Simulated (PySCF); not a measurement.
Ge(H)3(iBu) (C₄H₁₂Ge), SMILES [GeH3][CH2]C(C)C.

The structure is a stationary point at B3LYP-D3(BJ)/def2-SVP. The isomer is the one that the SMILES or the coordinates give; other isomers of the formula were not compared. The values are those of a single conformer.

Calculation: r2SCAN/def2-TZVP (PySCF).

Symmetry labels are those of the subgroup Cs that the program uses (full group Cs).

Computed valence orbital energies around the gap with their symmetry:
| orbital | symmetry | energy (eV) |
|---|---|---|
| HOMO−7 | A" | -9.74 |
| HOMO−6 | A" | -9.22 |
| HOMO−5 | A' | -8.82 |
| HOMO−4 | A' | -8.59 |
| HOMO−3 | A" | -8.42 |
| HOMO−2 | A" | -8.02 |
| HOMO−1 | A' | -8.01 |
| HOMO | A' | -7.15 |
| LUMO | A' | 0.52 |
| LUMO+1 | A' | 0.96 |
| LUMO+2 | A' | 1.12 |
| LUMO+3 | A" | 1.34 |
